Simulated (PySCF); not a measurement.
# [Zr(F)4(H2O)] (charge 0, multiplicity 1)

These are PBE-D3(BJ)/def2-TZVP // BP86-D3(BJ)/def2-SVP (PySCF 2.14.0) values and carry that method's errors.

```yaml
HOMO: -9.07 eV
dipole_moment: 4.63 D
LUMO: -1.87 eV
HOMO–LUMO gap: 7.20 eV
charge on the central atom (Mulliken): 1.60 e
total_energy: -523.0093 Ha
cost: roughly 3 core-minutes
```

```xyz
8

Zr     0.0256    -0.0920     0.0511
F     -1.6493    -0.2176     1.0115
F      0.0636     0.8247    -1.6507
F      0.2033    -1.9006    -0.5555
F      1.5867     0.1344     1.1397
O     -0.4995     2.1786     0.6139
H     -1.3741     2.2573     1.0445
H     -0.5202     2.7705    -0.1644
```
